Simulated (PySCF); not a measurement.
Ga(Cl)3 cation (Cl3Ga), SMILES [Cl][Ga]([Cl])[Cl] (connectivity only; charge and spin as stated), charge +1, multiplicity 2.

Coordinates come from a B3LYP-D3(BJ)/def2-SVP optimisation. The multiplicity is an assumed one; other spin states were not compared. The isomer is the one that the SMILES or the coordinates give; other isomers of the formula were not compared.

Two levels are set side by side: PBE/def2-TZVPD (PySCF) and r2SCAN/def2-TZVPD (PySCF). Same geometry, gas phase. Differences are taken from unrounded values.

```json
[
 {"quantity": "α-spin orbital gap (eV)", "r2SCAN": "4.97"},
 {"quantity": "β-spin orbital gap (eV)", "r2SCAN": "0.95"},
 {"quantity": "mean polarisability (bohr³)", "r2SCAN": "70.9"}
]
```

### Question
What does PBE give, and how far is it from r2SCAN? (The exact figures need the calculation; the answer reports its results.)

### Answer

```csv
quantity,PBE,PBE minus r2SCAN
α-spin orbital gap (eV),4.39,-0.58
β-spin orbital gap (eV),0.56,-0.39
mean polarisability (bohr³),70.9,0.0
```

Rough cost on one machine, each run with all the roots and properties that it gave: r2SCAN against PBE about 2 times.
